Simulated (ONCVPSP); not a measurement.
## Lu: one change to an ONCV potential, before and after

lutetium (Lu), optimised norm-conserving Vanderbilt (ONCV), made with ONCVPSP 4.0.1 (PBEsol, scalar-relativistic). Core [Kr], reference 4d10 4f14 5s2 5p6 5d1 6s2. Waves: 5s+6s: rc 2.30 bohr, ncon 4, nbas 9, qcut 4.8 1/bohr, 2 projectors; 5p: rc 2.15 bohr, ncon 4, nbas 8, qcut 7.9 1/bohr, 3 projectors, debl 1.1 Ha; 4d+5d: rc 0.75 bohr, ncon 4, nbas 9, qcut 16.4 1/bohr, 2 projectors; 4f: rc 0.70 bohr, ncon 5, nbas 10, qcut 25 1/bohr, local. Local part: the f channel. Core correction: none.

In the p channel the program set the typed energies aside and used -1.164, 0.250, 1.350 Ha.

All-electron outer shells of the reference configuration (PBEsol, scalar-relativistic, ld1.x):

| shell | level (eV) | outermost node (bohr) | outermost maximum (bohr) |
| --- | --- | --- | --- |
| 4p | -357.81 | 0.25 | 0.47 |
| 4d | -191.76 | 0.23 | 0.48 |
| 5s | -61.09 | 0.57 | 1.04 |
| 5p | -31.68 | 0.61 | 1.19 |
| 4f | -9.65 | – | 0.47 |
| 6s | -4.67 | 1.41 | 3.04 |
| 5d | -1.77 | 0.68 | 1.84 |

Change: d: qcut 11.4.

Cutoffs: the cutoffs (Ha) at which the residual kinetic energy of the hardest occupied pseudo-wave falls to 1 and 0.1 mHa per electron; they do not see the model core or the augmentation charge, which bear on the density cutoff. Errors are all-electron minus pseudo energies relative to the spin-unpolarised reference configuration.

What does the change do?

The potential gets harder (270 Ha and 296 Ha → 564 Ha and 732 Ha); both files keep a bound ghost (p, s); the errors of the 3 common tests hardly move.

```csv
quantity,base,changed
"cutoff, loose",270 Ha,564 Ha
"cutoff, tight",296 Ha,732 Ha
loose cutoff by channel,"s 5.4 Ha, p 9.3 Ha, d 127 Ha, f 270 Ha","s 5.4 Ha, p 9.3 Ha, d 564 Ha, f 270 Ha"
bound ghosts,"s, p","s, p"
GHOST(+) flags under 300 eV,none,none
tests with a reliable result,3 of 4,3 of 4
"error for 4d10 4f14 5s2 5p6 5d1 6s1, meV [ΔE 7.39 eV]",-2.1,-2.1
"error for 4d10 4f14 5s2 5p6 5d1 6s0, meV [ΔE 20.61 eV]",-7.1,-7.1
"error for 4d10 4f13 5s2 5p6 5d1 6s2, meV [ΔE 17.59 eV]",+126,+121
s: phases at 2.34 bohr within 0.05 rad from the reference energy up to (Ha; the scan ends near 5),4.0,4.0
p: phases at 2.19 bohr within 0.05 rad from the reference energy up to (Ha; the scan ends near 5),to the end of the scan,to the end of the scan
d: phases at 0.76 bohr within 0.05 rad from the reference energy up to (Ha; the scan ends near 5),to the end of the scan,to the end of the scan
f: phases at 0.71 bohr within 0.05 rad from the reference energy up to (Ha; the scan ends near 5),to the end of the scan,to the end of the scan
```

 A true bound ghost makes a file unfit for plane-wave use even where its test errors are small: the radial tests pick states by their node count and pass the ghost by.
